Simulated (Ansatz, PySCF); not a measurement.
C3S2, SMILES S=C=C=C=S. Atoms are numbered in the order given.

```xyz
5

S      0.0000    -2.8402     0.0029
C      0.0000    -1.2831     0.0028
C      0.0000     0.0000     0.0028
C      0.0000     1.2831     0.0028
S      0.0000     2.8402     0.0029
```

Coordinates come from a PBE0-D3(BJ)/def2-SVP optimisation.

Two levels are set side by side: PBE-D3(BJ)/def2-SVP (Ansatz, a quantum-chemistry and plane-wave program) and PBE0-D3(BJ)/def2-SVP (PySCF). Each level has its own optimised geometry; the coordinates shown are those of the second. Frequencies come from the Hessian of PySCF at each geometry. Differences are taken from unrounded values.

| quantity | PBE0-D3(BJ) | PBE-D3(BJ) | PBE-D3(BJ) minus PBE0-D3(BJ) |
|---|---|---|---|
| mean bond length (Å) | 1.420 | 1.432 | 0.012 |
| bond S1–C2 (Å) | 1.557 | 1.572 | 0.014 |
| bond C2–C3 (Å) | 1.283 | 1.292 | 0.009 |
| bond C3–C4 (Å) | 1.283 | 1.292 | 0.009 |
| bond C4–S5 (Å) | 1.557 | 1.572 | 0.014 |
| highest harmonic wavenumber (cm⁻¹) | 2213 | 2157 | -56 |
| mean harmonic wavenumber (cm⁻¹) | 770 | 744 | -27 |
| zero-point energy (kcal/mol) | 11.01 | 10.63 | -0.38 |

GGA bonds tend to be longer and softer than those of functionals with exact exchange. Differences between two approximate levels are no errors against the true value.
